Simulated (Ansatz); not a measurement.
The pair A = H2 (SMILES [H][H]) (first 2 atoms), B = CH6Si (SMILES C[SiH3]); geometry from B3LYP-D3(BJ)/def2-TZVP.
(charge 0, multiplicity 1):
```xyz
10

H     -0.612     0.304     0.138
H      0.031     0.269    -0.236
C      0.751    -1.122     3.238
Si    -0.250     0.439     3.520
H      1.712    -1.066     3.753
H      0.945    -1.272     2.174
H      0.218    -1.998     3.612
H     -0.512     0.635     4.967
H     -1.554     0.359     2.819
H      0.478     1.628     3.013
```

Cores are frozen in the correlated methods. MP2 and its Hartree–Fock in aug-cc-pV(Q+d)Z, aug-cc-pV(T+d)Z are density fitted.

The values were computed with Ansatz (Gaussian basis) for Hartree–Fock, density functionals and correlated methods. 

The counterpoise-corrected interaction energy is E(AB) − E(A in the pair's basis) − E(B in the pair's basis). Total energies (hartree):

```
level                              AB  A in the pair's basis  B in the pair's basis
-----------------------  ------------  ---------------------  ---------------------
HF/aug-cc-pV(T+d)Z       -331.4588454             -1.1330151           -330.3263376
MP2/aug-cc-pV(T+d)Z      -331.8154159             -1.1650376           -330.6497917
HF/aug-cc-pV(Q+d)Z       -331.4651443             -1.1334456           -330.3322021
MP2/aug-cc-pV(Q+d)Z      -331.8407625             -1.1667095           -330.6734257
MP2/aug-cc-pV(D+d)Z      -331.7281215             -1.1564183           -330.5712684
CCSD(T)/aug-cc-pV(D+d)Z  -331.7886559             -1.1649823           -330.6231654
```

Work out the counterpoise-corrected interaction energy at the basis-set limit: extrapolate the MP2 correlation part as X⁻³, take Hartree–Fock from the larger set, and add the CCSD(T) − MP2 difference of aug-cc-pV(D+d)Z.


1. Differences (1 hartree = 627.509 kcal/mol): HF/aug-cc-pV(T+d)Z 0.318; MP2/aug-cc-pV(T+d)Z -0.368; HF/aug-cc-pV(Q+d)Z 0.316; MP2/aug-cc-pV(Q+d)Z -0.394; MP2/aug-cc-pV(D+d)Z -0.273; CCSD(T)/aug-cc-pV(D+d)Z -0.319.
2. Correlation parts, MP2 less HF: -0.686 in aug-cc-pV(T+d)Z (X = 3), -0.710 in aug-cc-pV(Q+d)Z (X = 4).
3. Limit (4³·(-0.710) − 3³·(-0.686))/(4³ − 3³) = -0.726; with HF/aug-cc-pV(Q+d)Z it gives -0.410.
4. CCSD(T) less MP2 in aug-cc-pV(D+d)Z: -0.046.
Result: -0.46 kcal/mol, against -0.37 at MP2/aug-cc-pV(T+d)Z. It is an estimate of this method's limit, not of the exact value.

Ansatz is a quantum-chemistry and plane-wave program.
